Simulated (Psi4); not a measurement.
C₆H₁₃BO₂, charge +1, doublet, at a GFN2-xTB geometry (a state made from the parent by changing its charge; the spin is typed, not shown lowest); PBE/STO-3G run with Psi4 1.11.

Input for Psi4:
```
memory 2 GB

molecule {
1 2
  C    -1.72969277   -0.04080963    0.91568295
  C    -0.77626925   -0.14906699   -0.29952640
  C    -1.17041749   -1.30441677   -1.18094652
  O    -0.74828285    1.05022552   -0.97668833
  B     0.21566696    1.87872518   -0.47685827
  O     1.00655457    1.19963970    0.40562724
  C     0.74172185   -0.15188344    0.37591368
  C     0.92774225   -0.80958379    1.71752242
  C     1.62917612   -0.83481442   -0.69343194
  H    -2.71646651    0.18308109    0.50925777
  H    -1.43809812    0.77572084    1.57122338
  H    -1.76675386   -0.97679102    1.46323278
  H    -2.21689995   -1.19119111   -1.47039829
  H    -0.60259359   -1.32287425   -2.10774338
  H    -1.07303042   -2.25008196   -0.65470317
  H     0.34354091    2.99266504   -0.75959864
  H     0.41999245   -0.26780681    2.51149026
  H     1.98840654   -0.79926831    1.97561696
  H     0.60280030   -1.84620237    1.69442261
  H     1.48322898   -0.38257540   -1.67101161
  H     2.66149540   -0.66194728   -0.38771189
  H     1.43630502   -1.90182591   -0.73258185
}

set basis sto-3g
set reference uks

energy('pbe')
print_variables()
```

Output, abridged:

```
   => Loading Basis Set <=

    Name: STO-3G
    Role: ORBITAL
    Keyword: BASIS

         ---------------------------------------------------------
                                   SCF
               by Justin Turney, Rob Parrish, Andy Simmonett
                          and Daniel G. A. Smith
                              UKS Reference
         ---------------------------------------------------------

  ==> Geometry <==

    Molecular point group: c1
    Full point group: C1

    Geometry (in Angstrom), charge = 1, multiplicity = 2:

       Center              X                  Y                   Z               Mass
    ------------   -----------------  -----------------  -----------------  -----------------
         C           -1.738182660312    -0.114767048617     0.934454831892    12.000000000000
         C           -0.784759140312    -0.223024408617    -0.280754518108    12.000000000000
         C           -1.178907380312    -1.378374188617    -1.162174638108    12.000000000000
         O           -0.756772740312     0.976268101383    -0.957916448108    15.994914619570
         B            0.207177069688     1.804767761383    -0.458086388108    11.009305360000
         O            0.998064679688     1.125682281383     0.424399121892    15.994914619570
         C            0.733231959688    -0.225840858617     0.394685561892    12.000000000000
         C            0.919252359688    -0.883541208617     1.736294301892    12.000000000000
         C            1.620686229688    -0.908771838617    -0.674660058108    12.000000000000
         H           -2.724956400312     0.109123671383     0.528029651892     1.007825032230
         H           -1.446588010312     0.701763421383     1.589995261892     1.007825032230
         H           -1.775243750312    -1.050748438617     1.482004661892     1.007825032230
         H           -2.225389840312    -1.265148528617    -1.451626408108     1.007825032230
         H           -0.611083480312    -1.396831668617    -2.088971498108     1.007825032230
         H           -1.081520310312    -2.324039378617    -0.635931288108     1.007825032230
         H            0.335051019688     2.918707621383    -0.740826758108     1.007825032230
         H            0.411502559688    -0.341764228617     2.530262141892     1.007825032230
         H            1.979916649688    -0.873225728617     1.994388841892     1.007825032230
         H            0.594310409688    -1.920159788617     1.713194491892     1.007825032230
         H            1.474739089688    -0.456532818617    -1.652239728108     1.007825032230
         H            2.653005509688    -0.735904698617    -0.368940008108     1.007825032230
         H            1.427815129688    -1.975783328617    -0.713809968108     1.007825032230

  Running in c1 symmetry.

  Rotational constants: A =      0.06689  B =      0.05880  C =      0.05153 [cm^-1]
  Rotational constants: A =   2005.24536  B =   1762.83163  C =   1544.73735 [MHz]
  Nuclear repulsion =  503.552402464918146

  Charge       = 1
  Multiplicity = 2
  Electrons    = 69
  Nalpha       = 35
  Nbeta        = 34

  ==> Algorithm <==

  SCF Algorithm Type is DF.
  DIIS enabled.
  MOM disabled.
  Fractional occupation disabled.
  Guess Type is SAD.
  Energy threshold   = 1.00e-06
  Density threshold  = 1.00e-06
  Integral threshold = 1.00e-12

  ==> Primary Basis <==

  Basis Set: STO-3G
    Blend: STO-3G
    Number of shells: 40
    Number of basis functions: 58
    Number of Cartesian functions: 58
    Spherical Harmonics?: true
    Max angular momentum: 1

  ==> DFT Potential <==

   => LibXC <=

    Version 7.1.2
    S. Lehtola, C. Steigemann, M. J. T. Oliveira, and M. A. L. Marques,  SoftwareX 7, 1–5 (2018) (10.1016/j.softx.2017.11.002)

   => Composite Functional: PBE <=

    PBE GGA Exchange-Correlation Functional

    J.P. Perdew et. al., Phys. Rev. Lett., 77(18), 3865-3868, 1996

    Deriv               =              1
[...]
  Reciprocal condition number of the overlap matrix is 7.6326151485E-02.
    Using symmetric orthogonalization.

  ==> Pre-Iterations <==

  SCF Guess: Superposition of Atomic Densities via on-the-fly atomic UHF (no occupation information).

   -------------------------
    Irrep   Nso     Nmo
   -------------------------
     A         58      58
   -------------------------
    Total      58      58
   -------------------------

  ==> Iterations <==

                           Total Energy        Delta E     RMS |[F,P]|

   @DF-UKS iter SAD:  -402.13870597514398   -4.02139e+02   0.00000e+00
   @DF-UKS iter   1:  -405.80370846646406   -3.66500e+00   6.16068e-03 DIIS/ADIIS
   @DF-UKS iter   2:  -405.76366046535685    4.00480e-02   7.71103e-03 DIIS/ADIIS
   @DF-UKS iter   3:  -405.89252722293946   -1.28867e-01   1.13019e-03 DIIS/ADIIS
   @DF-UKS iter   4:  -405.89438175857913   -1.85454e-03   7.71384e-04 DIIS/ADIIS
   @DF-UKS iter   5:  -405.89574657000429   -1.36481e-03   1.71641e-04 DIIS/ADIIS
   @DF-UKS iter   6:  -405.89581570982364   -6.91398e-05   2.52256e-05 DIIS
   @DF-UKS iter   7:  -405.89581769533658   -1.98551e-06   7.85396e-06 DIIS
   @DF-UKS iter   8:  -405.89581791184423   -2.16508e-07   4.17306e-06 DIIS
   @DF-UKS iter   9:  -405.89581795474174   -4.28975e-08   6.08630e-07 DIIS
  Energy and wave function converged.

  ==> Post-Iterations <==

   Electrons on quadrature grid:
      Nalpha   =   35.0000153475 ; deviation = 1.535e-05
      Nbeta    =   34.0000184539 ; deviation = 1.845e-05
      Ntotal   =   69.0000338013 ; deviation = 3.380e-05

   @Spin Contamination Metric:   3.978921653E-03
   @S^2 Expected:                7.500000000E-01
   @S^2 Observed:                7.539789217E-01
   @S   Expected:                5.000000000E-01
   @S   Observed:                5.000000000E-01

    Orbital Energies [Eh]
    ---------------------

    Alpha Occupied:

[...]
    Alpha Virtual:

[...]
    Beta Occupied:

[...]
      34A     -0.426791

    Beta Virtual:

[...]
    Final Occupation by Irrep:
              A
    DOCC [    34 ]
    SOCC [     1 ]
    NA   [    35 ]
    NB   [    34 ]

  @DF-UKS Final Energy:  -405.89581795474174

   => Energetics <=

    Nuclear Repulsion Energy =            503.5524024649181456
    One-Electron Energy =               -1536.5013205762725192
    Two-Electron Energy =                 684.8623342506632525
    DFT Exchange-Correlation Energy =     -57.8092340940504883
    Empirical Dispersion Energy =           0.0000000000000000
    VV10 Nonlocal Energy =                  0.0000000000000000
    Total Energy =                       -405.8958179547417444

  UHF NO Occupations:
  HONO-2 :   33  A 1.9999492
  HONO-1 :   34  A 1.9982409
  HONO-0 :   35  A 1.0000000
  LUNO+0 :   36  A 0.0017591
  LUNO+1 :   37  A 0.0000508
  LUNO+2 :   38  A 0.0000388
  LUNO+3 :   39  A 0.0000332

Computation Completed

Properties will be evaluated at   0.000000,   0.000000,   0.000000 [a0]

Properties computed using the SCF density matrix

 Multipole Moments:

 ------------------------------------------------------------------------------------
     Multipole            Electronic (a.u.)      Nuclear  (a.u.)        Total (a.u.)
 ------------------------------------------------------------------------------------

 L = 1.  Multiply by 2.5417464519 to convert [e a0] to [Debye]
 Dipole X            :          1.0694192           -1.1230498           -0.0536305
 Dipole Y            :          9.3159144           -9.7831487           -0.4672343
 Dipole Z            :         -2.3645632            2.4831601            0.1185969
 Magnitude           :                                                    0.4850251

 ------------------------------------------------------------------------------------

  Variable Map:
  ----------------------------------------------------------------------------
[...]
  Array Variable Map:
  ----------------------------------------------------------------------------
[...]
[...]
```
